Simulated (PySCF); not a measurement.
TaOCl3, SMILES [Cl][Ta](=[O])([Cl])[Cl], multiplicity 1. Geometry optimised at PBE-D3(BJ)/def2-SVP. The spin state was assumed, not searched. The isomer is the one that the SMILES or the coordinates give; other isomers of the formula were not compared. The def2 effective core potentials stand for the cores of Ta; spin–orbit coupling is left out.

The numbers are results of PBE-D3(BJ)/def2-SVP in PySCF, not measurements.

Harmonic wavenumbers (cm⁻¹): 98, 98, 113, 211, 211, 384, 406, 406, 980. Rotational constants (GHz): 1.457, 1.457, 0.9759; symmetry number 3.

Task: Work out the zero-point energy and the ideal-gas rigid-rotor harmonic-oscillator thermochemistry at 298.15 K and 1 atm.

Result: ZPE = ½ Σ hcν = ½ × 2906 cm⁻¹ = 17.38 kJ/mol. H − E(el) = 38.45 kJ/mol. Entropy in J/(mol K): translation 180.02, rotation 114.00, vibration 72.35, total 366.37. G − E(el) = -70.78 kJ/mol. Cp = 93.12 J/(mol K). Modes under 150 cm⁻¹ make the vibrational entropy uncertain.
